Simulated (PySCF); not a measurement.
**Electron correlation in Cl (chlorine, neutral)**

[Ne] 3s2 3p5, 2P determinant. All numbers are calculated (PySCF 2.14, the non-relativistic Hamiltonian (point nucleus), in aug-cc-pwCVTZ (8s7p5d3f, 75 functions)). Frozen: [Ne]; 7 electrons correlated.

```json
{"level": "CCSD", "correlation energy (mhartree)": "-188.24"}
{"level": "(T)", "correlation energy (mhartree)": "-6.70"}
{"level": "CCSD(T)", "correlation energy (mhartree)": "-194.94"}
```

Diagnostics: T1 = 0.0075, D1 = 0.0247, largest double amplitude 0.036.

Is a single reference adequate?

Yes: T1 lies below 0.03 and no double amplitude reaches 0.07.
